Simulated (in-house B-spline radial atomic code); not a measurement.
Values are calculated unless marked as measured or tabulated.
**From levels and matrix elements to observables: the aluminium ion Al¹⁰⁺**

One electron outside the 1s2 core, from an all-electron radial atomic-structure program (B-spline basis): Brueckner orbitals with a screened correlation potential on Dirac-Hartree-Fock, Breit and QED terms for the lowest states, dipole elements in length form with static core polarisation. The core's own polarisability, by RPA, is 0.0003495 bohr³.

```json
{"state": "2s1/2", "removal energy (cm⁻¹)": "3564891", "size of the reduced dipole element to 2s1/2 (a.u.)": "-"}
{"state": "3s1/2", "removal energy (cm⁻¹)": "1544520", "size of the reduced dipole element to 2s1/2 (a.u.)": "-"}
{"state": "2p1/2", "removal energy (cm⁻¹)": "3388959", "size of the reduced dipole element to 2s1/2 (a.u.)": "0.3733"}
{"state": "2p3/2", "removal energy (cm⁻¹)": "3383168", "size of the reduced dipole element to 2s1/2 (a.u.)": "0.5288"}
{"state": "3p1/2", "removal energy (cm⁻¹)": "1496183", "size of the reduced dipole element to 2s1/2 (a.u.)": "0.188"}
{"state": "3p3/2", "removal energy (cm⁻¹)": "1494474", "size of the reduced dipole element to 2s1/2 (a.u.)": "0.2645"}
```

Use R = 109737.3 cm⁻¹, 1 hartree = 219474.6 cm⁻¹, c = 137.036 and 1 a.u. of rate = 4.1341e16 s⁻¹.

(1) Find the quantum defects of the two s states and predict 4s1/2.

(2) What are the wavelength, oscillator strength and rate of 2s1/2–2p3/2?

## Answers

(1) With n* = 11 √(R/E): 2s1/2 has n* = 1.9300, δ = 0.0700; 3s1/2 has n* = 2.9321, δ = 0.0679. Ritz's form δ = δ0 + b/n*² gives b = 0.014, δ0 = 0.0663, so with n* ≈ 4 − 0.0679, δ = 0.0672 and E = R × 11²/(4 − 0.0672)² = 858501 cm⁻¹. The program finds 858645 cm⁻¹.

(2) ΔE = 181723 cm⁻¹ = 0.82799 hartree, λ = 55.029 nm in vacuum. f = (2/3) ΔE D²/(2j + 1 of the lower state) = (2/3) × 0.82799 × 0.5288²/2 = 0.0772. A = (4/3) ΔE³ D²/(c³ (2j' + 1)) = 2.0561e-08 a.u. = 8.500e+08 s⁻¹, a partial lifetime of 1.176 ns.
